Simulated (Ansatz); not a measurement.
`FB(F)[Si](Cl)(Cl)Cl` and `Cl[Si](Cl)(Cl)[SeH]` differ in one atom or group.

Ansatz, PBE0-D4/def2-TZVP geometries, multiplicity 1. Each molecule was computed in one conformer, which needn't be the lowest.

Scalar relativity is left out up to krypton.

| property | `FB(F)[Si](Cl)(Cl)Cl` |
| --- | --- |
| HOMO–LUMO gap (ωB97M-V/def2-TZVPP) / eV | 11.51 |
| HOMO energy (ωB97M-V/def2-TZVPP) / eV | -11.30 |
| size of the dipole moment (B3LYP/def2-TZVPP) / D | 0.12 |
| HOMO–LUMO gap (PBE0/def2-TZVPP) / eV | 7.32 |
| HOMO–LUMO gap (PBE/def2-TZVPP) / eV | 5.03 |
| HOMO energy (PBE0/def2-TZVPP) / eV | -9.17 |

Give the same properties after the change, and the shifts. (Best estimate.)

The calculation gave: 
| property | `Cl[Si](Cl)(Cl)[SeH]` | shift |
| --- | --- | --- |
| HOMO–LUMO gap (ωB97M-V/def2-TZVPP) / eV | 10.97 | -0.54 |
| HOMO energy (ωB97M-V/def2-TZVPP) / eV | -9.87 | 1.43 |
| size of the dipole moment (B3LYP/def2-TZVPP) / D | 1.01 | 0.89 |
| HOMO–LUMO gap (PBE0/def2-TZVPP) / eV | 6.82 | -0.50 |
| HOMO–LUMO gap (PBE/def2-TZVPP) / eV | 4.71 | -0.32 |
| HOMO energy (PBE0/def2-TZVPP) / eV | -7.71 | 1.46 |

With PBE0 the HOMO rises by 1.46 eV and the LUMO rises by 0.96 eV, so the gap narrows by about 0.50 eV. PBE moves the HOMO by 1.26 eV and ωB97M-V by 1.43 eV. Dipoles are sizes alone; their direction can turn.

B3LYP here is the variant with VWN-RPA as its local correlation; programs differ in this.

Spin–orbit coupling is left out; it splits and shifts lone-pair levels of the heavy atoms by tenths of an eV.
